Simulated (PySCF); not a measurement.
C$_{2}$HCl$_{2}$, doublet, geometry from GFN2-xTB, atoms displaced at random by about 0.08 Å a coordinate; DF-R2SCAN/STO-3G, gradient (PySCF).

Here is a job for PySCF.
```python
from pyscf import gto, scf, dft

mol = gto.Mole()
mol.atom = '''
    Cl    2.124419    0.104465   -0.029922
    C     0.561277   -0.263568    0.045640
    C    -0.569728    0.532041   -0.096814
    Cl   -2.268633   -0.022802   -0.300577
    H    -0.782120    1.681631    0.182299
'''
mol.basis = 'sto-3g'
mol.charge = 0
mol.spin = 1
mol.verbose = 4
mol.build()

mf = dft.UKS(mol)
mf.xc = 'r2scan'
mf = mf.density_fit(auxbasis='def2-universal-jkfit')
mf.kernel()
g = mf.nuc_grad_method()
g.auxbasis_response = False
grad = g.kernel()
```

Predict the main parts of the log of this PySCF run.


```
PySCF version 2.14.0

[INPUT] verbose = 4
[INPUT] num. atoms = 5
[INPUT] num. electrons = 47
[INPUT] charge = 0
[INPUT] spin (= nelec alpha-beta = 2S) = 1
[INPUT] symmetry False subgroup None
[INPUT] Mole.unit = angstrom
[INPUT] Symbol           X                Y                Z      unit          X                Y                Z       unit  Magmom
[INPUT]  1 Cl     2.124419000000   0.104465000000  -0.029922000000 AA    4.014570083822   0.197410239603  -0.056544385099 Bohr   0.0
[INPUT]  2 C      0.561277000000  -0.263568000000   0.045640000000 AA    1.060659810018  -0.498071335199   0.086247100325 Bohr   0.0
[INPUT]  3 C     -0.569728000000   0.532041000000  -0.096814000000 AA   -1.076629885496   1.005411777040  -0.182951945024 Bohr   0.0
[INPUT]  4 Cl    -2.268633000000  -0.022802000000  -0.300577000000 AA   -4.287095047150  -0.043089535092  -0.568008209343 Bohr   0.0
[INPUT]  5 H     -0.782120000000   1.681631000000   0.182299000000 AA   -1.477992596545   3.177822032578   0.344495182782 Bohr   0.0

nuclear repulsion = 161.250609028329
number of shells = 17
number of NR pGTOs = 87
number of NR cGTOs = 29
basis = sto-3g
ecp = {}

******** <class 'pyscf.df.df_jk.DFUKS'> ********
method = DFUKS
initial guess = minao
damping factor = 0
level_shift factor = 0
DIIS = <class 'pyscf.scf.diis.CDIIS'>
diis_start_cycle = 1
diis_space = 8
diis_damp = 0
SCF conv_tol = 1e-09
SCF conv_tol_grad = None
SCF max_cycles = 50
direct_scf = False
number electrons alpha = 24  beta = 23
XC library pyscf.dft.libxc version 7.1.2
    S. Lehtola, C. Steigemann, M. J. T. Oliveira, and M. A. L. Marques,  SoftwareX 7, 1–5 (2018)
XC functionals = r2scan
    J. W. Furness, A. D. Kaplan, J. Ning, J. P. Perdew, and J. Sun,  J. Phys. Chem. Lett. 11, 8208–8215 (2020)
    J. W. Furness, A. D. Kaplan, J. Ning, J. P. Perdew, and J. Sun,  J. Phys. Chem. Lett. 11, 9248–9248 (2020)
    J. W. Furness, A. D. Kaplan, J. Ning, J. P. Perdew, and J. Sun,  J. Phys. Chem. Lett. 11, 8208–8215 (2020)
    J. W. Furness, A. D. Kaplan, J. Ning, J. P. Perdew, and J. Sun,  J. Phys. Chem. Lett. 11, 9248–9248 (2020)
radial grids:
    Treutler-Ahlrichs [JCP 102, 346 (1995); DOI:10.1063/1.469408] (M4) radial grids

becke partition: Becke, JCP 88, 2547 (1988); DOI:10.1063/1.454033
pruning grids: <function nwchem_prune>
grids dens level: 3
symmetrized grids: False
atomic radii adjust function: <function treutler_atomic_radii_adjust>
small_rho_cutoff = 0
Set gradient conv threshold to 3.16228e-05
tot grids = 75808
init E= -985.896439904908

cycle= 1 E= -986.009982238275  delta_E= -0.114  |g|= 0.153  |ddm|= 2.41
cycle= 2 E= -985.998853854835  delta_E= 0.0111  |g|= 0.215  |ddm|= 0.756
cycle= 3 E= -986.038178367467  delta_E= -0.0393  |g|= 0.0254  |ddm|= 0.419
cycle= 4 E= -986.038811618484  delta_E= -0.000633  |g|= 0.0163  |ddm|= 0.0726
cycle= 5 E= -986.039021168302  delta_E= -0.00021  |g|= 0.0148  |ddm|= 0.0504
cycle= 6 E= -986.03931419353  delta_E= -0.000293  |g|= 0.00458  |ddm|= 0.0374
cycle= 7 E= -986.039481844081  delta_E= -0.000168  |g|= 0.00276  |ddm|= 0.0492
cycle= 8 E= -986.039542965898  delta_E= -6.11e-05  |g|= 0.00087  |ddm|= 0.0395
cycle= 9 E= -986.039546973401  delta_E= -4.01e-06  |g|= 0.000151  |ddm|= 0.0113
cycle= 10 E= -986.039547042798  delta_E= -6.94e-08  |g|= 3.77e-05  |ddm|= 0.00098
cycle= 11 E= -986.039547048498  delta_E= -5.7e-09  |g|= 1.35e-05  |ddm|= 0.000293
cycle= 12 E= -986.039547048865  delta_E= -3.66e-10  |g|= 1.14e-05  |ddm|= 9.52e-05
Extra cycle  E= -986.03954704878  delta_E= 8.5e-11  |g|= 1.54e-05  |ddm|= 5.14e-05
converged SCF energy = -986.03954704878  <S^2> = 0.79477205  2S+1 = 2.0442818

******** <class 'pyscf.df.grad.uks.Gradients'> for <class 'pyscf.df.df_jk.DFUKS'> ********
unit = Eh/Bohr
grid_response = False
--------------- DFUKS gradients ---------------
         x                y                z
0 Cl    -0.1256619697    -0.0280164977     0.0001476620
1 C     0.1745475111    -0.0066581655     0.0117164652
2 C    -0.0176129085    -0.0350601249    -0.0300141533
3 Cl     0.0033195207     0.0203045734     0.0024915588
4 H    -0.0352330253     0.0506399774     0.0156330849
----------------------------------------------
```
